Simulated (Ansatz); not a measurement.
Consider the atomization: `[CH3][GaH][Se]C` → 2 C• + Ga• + 7 H• + Se•.

Calculated with Ansatz (gas phase, PBE0-D4/def2-TZVP geometries, no zero-point term in ΔE). CCSD(T)/CBS is the MP2 limit (def2-TZVPP, def2-QZVPP) plus CCSD(T) − MP2 in def2-TZVPP, frozen cores. This one scheme is used for every species, atoms too. DFT in def2-TZVPP. HSE06 is defined as in plane-wave codes. Open shells (•) are unrestricted, without spin–orbit coupling. Spin–orbit coupling would lower the free atoms: a little for C; clearly for Ga, Se. Bonds to Ga, Se are less sure, by a few kJ/mol each and by 10 to 20 or more in all where they break to atoms, as the def2 sets lack core-valence functions. Scalar relativity is left out up to krypton. One conformer a species, not always the lowest.

```json
{"level": "r2SCAN-D4", "ΔE (kJ/mol)": "3669.1"}
{"level": "HSE06-D4", "ΔE (kJ/mol)": "3656.8"}
{"level": "SCS-MP2/def2-TZVPP", "ΔE (kJ/mol)": "3603.0"}
{"level": "MP2/def2-QZVPP", "ΔE (kJ/mol)": "3655.6"}
```

Question: What does CCSD(T)/CBS give? (An estimate is asked.)

Answer: The calculation gave: +3667.9 kJ/mol. The listed levels differ from it by 1.2, -11.1, -64.9, -12.3 kJ/mol.

Largest T1 diagnostic among the species: 0.013.

The D4 term adds +38.9 kJ/mol with B3LYP and +20.5 kJ/mol with PBE0; it sums over pairs of atoms, weighted by their polarisabilities, and B3LYP, whose exchange is more repulsive, gets the larger term. Leaving LDA and LC-ωPBE aside and taking each functional with its dispersion term where it has one, the values, not all of them listed here, spread over 116.4 kJ/mol, from BHLYP-D4 to PBE-D4. LDA lies +463.3 kJ/mol from PBE without D4, its usual overbinding. At CCSD(T), def2-SVP lies −198.1 kJ/mol from the extrapolated value and def2-TZVPP −75.2 kJ/mol: correlation converges slowly with the basis, and small sets miss more of it in the bonded molecule than in its fragments.

B3LYP here is the variant with VWN-RPA as its local correlation; programs differ in this.

For atomizations the MP2-based limit and the directly extrapolated one differ by several kJ/mol either way, and by 10 to 25 for some Ge, Se and Sn compounds, so smaller differences from it don't rank the levels.
